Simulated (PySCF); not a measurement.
## How methods differ on the excitation energy of P

P [Ne] 3s2 3p3 (4S) → P [Ne] 3s1 3p3 4s1 (6S), as a difference of total energies. Computed with PySCF 2.14 in dyall-av3z (19s12p3d2f, 84 functions), with no relativity, point nucleus. Correlated levels: valence: [Ne] frozen; virtual orbitals above 40 to 60 times the deepest correlated orbital energy dropped. The calculations carry no spin-orbit coupling.

| method | excitation energy (eV) |
| --- | --- |
| UHF | 10.547 |
| LDA | 12.592 |
| PBE | 12.499 |
| PBE0 | 12.399 |
| r2SCAN | 12.033 |
| TPSSh | 12.611 |
| B2PLYP | 12.707 |
| CAM-B3LYP | 12.980 |
| MP2 (valence) | 12.018 |

Question: Estimate what SCS-MP2 (valence) gives.

Answer: 12.493 eV, closest to PBE among the rows shown.

Question: Estimate what BP86 gives.

Answer: 12.509 eV, closest to PBE among the rows shown.

The upper state lies above the first ionisation limit, but in LS coupling its spin forbids autoionisation to the ground ion. A Rydberg-like electron needs more diffuse functions than a valence basis has.

The promoted electron is Rydberg-like, and one or two diffuse shells describe it only roughly, which tends to raise the upper state.
